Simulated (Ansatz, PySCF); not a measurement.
Pulling on the C4–H5 bond in CH4GeO (SMILES C[O][GeH]) (multiplicity 1 held, fragments rigid). Energies count from the point at 1.093 Å.
Geometry at that point (charge 0, multiplicity 1):
```xyz
7

Ge    -0.309    -0.440     0.613
H     -1.339    -0.762    -0.602
O      0.736     0.653    -0.336
C      0.602     1.034    -1.695
H      0.500     2.120    -1.757
H      1.502     0.741    -2.242
H     -0.270     0.564    -2.161
```

R- and RO- levels are restricted; in cc, def2 and unpolarised 6-31G sets they are followed outwards from rest. Unrestricted levels (U-) break spin symmetry where that is lower. Active spaces are followed from a long bond inwards. Levels need not reach the same state.

Correlated levels freeze the cores. Filled d and f shells under p-block atoms count as core. Rows in LANL2DZ carry no dispersion term and start afresh at each structure. LANL2DZ brings its own core potentials from Na on.

Run with Ansatz (Gaussian basis) for Hartree–Fock, density functionals and correlated methods; PySCF for LANL2DZ rows. 

Energies in kcal/mol.

```
R (Å)  U-HF/LANL2DZ  R-BP86/LANL2DZ  R-CCSD/cc-pVTZ  CASSCF(2,2)/cc-pVTZ  FIC-NEVPT4(SD) on CASSCF(2,2)/cc-pVTZ  FIC-MRCISD+Q on CASSCF(2,2)/cc-pVTZ
-----  ------------  --------------  --------------  -------------------  -------------------------------------  -----------------------------------
0.874          28.4            31.9            28.0                 30.1                                   28.2                                 28.1
0.984    (withheld)             7.0             5.4                  6.4                                    5.5                                  5.5
1.093           0.0             0.0             0.0                  0.0                                    0.0                                  0.0
1.202           4.8             2.6             3.8                  2.8                                    3.7                                  3.7
1.311          14.7            10.2            12.4                 10.3                                   12.1                                 12.1
1.475          33.4            25.3            28.9                 25.1                                   28.1                                 28.2
1.639          53.1            41.4            45.9                 40.4                                   44.6                                 44.7
1.913          73.4            65.8            71.1                 62.3                                   68.2                                 68.4
2.186    (withheld)            85.4            90.4                 78.0                                   85.4                                 85.6
2.514          84.4           103.0           106.3                 89.1                                   97.9                                 98.1
2.951          85.7           118.5           118.2                 95.6                                  105.5                                105.6
3.497          86.0           129.7           124.5                 97.8                                  108.3                                108.3
```

Question: Complete the blanks.

Answer: 
- 0.984, U-HF/LANL2DZ: 5.0
- 2.186, U-HF/LANL2DZ: 81.1

Doubts at one or more of the structures used: a spin-contaminated determinant (U-HF/LANL2DZ); a restricted determinant that unrestricted orbitals would lower (R-CCSD/cc-pVTZ); other coupled-cluster roots lie near (R-CCSD/cc-pVTZ); T1 above 0.05 (R-CCSD/cc-pVTZ).

Ansatz is a quantum-chemistry and plane-wave program.
